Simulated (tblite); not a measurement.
Problem. What does the GFN2-xTB structure of `CCCNN1CCCC1` look like in three dimensions?

Solution. 
```
atom  x, y, z in Å
C1     3.1124   -0.4811    0.3646
C2     2.3100    0.7113   -0.1378
C3     1.3501    1.2295    0.9313
N4     0.3458    0.2227    1.2288
N5    -0.5042   -0.0349    0.1438
C6    -1.6206    0.8950   -0.0356
C7    -2.7367    0.0868   -0.7130
C8    -2.1475   -1.3206   -0.8763
C9    -1.0747   -1.3701    0.2014
H10    3.7508   -0.1894    1.1959
H11    2.4332   -1.2562    0.7071
H12    3.7396   -0.8837   -0.4272
H13    1.7204    0.4161   -1.0062
H14    2.9825    1.5191   -0.4336
H15    0.9051    2.1804    0.5934
H16    1.8949    1.4201    1.8598
H17   -0.1831    0.4854    2.0697
H18   -1.2922    1.7394   -0.6473
H19   -1.9601    1.2920    0.9376
H20   -3.6225    0.0596   -0.0780
H21   -3.0235    0.5159   -1.6714
H22   -1.6823   -1.4225   -1.8561
H23   -2.8946   -2.1029   -0.7583
H24   -1.5181   -1.5806    1.1895
H25   -0.2958   -2.1070    0.0057
```

Any rigid rotation of these coordinates is as good. Atoms count from 1 in this order. Of the pairs four or more bonds apart, N5···H13 is among the closest relative to their van der Waals radii: 2.54 Å, 93 % of the sum of Bondi's values. The 5-membered ring N5–C6–C7–C8–C9 has internal angles of 102.6° to 106.8° (sum 523°, against 540° for a flat polygon); it is puckered, 0.18 Å rms from its mean plane, widest ring torsion 41°. N4 (hydrazine nitrogen) is pyramidal (angles 112.8°, 111.6° and 110.3°, sum 334.7°, 0.38 Å off the plane of its three neighbours). N5 (hydrazine nitrogen) is pyramidal (angles 116.1°, 112.1° and 106.8°, sum 335.0°, 0.42 Å off the plane of its three neighbours).

Bonds between heavy atoms (Å): C1–C2 1.522, C2–C3 1.527, C3–N4 1.453, N4–N5 1.402, N5–C6 1.464, C6–C7 1.535, C7–C8 1.535, C8–C9 1.521, N5–C9 1.453.

Structure optimised with GFN2-xTB, isolated species.

Point group: C1 (no symmetry element, even within 0.4 Å). Its lowest GFN2-xTB frequency is 9i cm⁻¹, too small to tell a flat minimum from a shallow saddle. One conformer, not necessarily the lowest (C1–C2–C3–N4 -65°, C2–C3–N4–N5 -66°, C3–N4–N5–C6 -82°, N4–N5–C6–C7 -151°, N5–C6–C7–C8 0°, C6–C7–C8–C9 24°, C7–C8–C9–N5 -39°).

These are computed values.
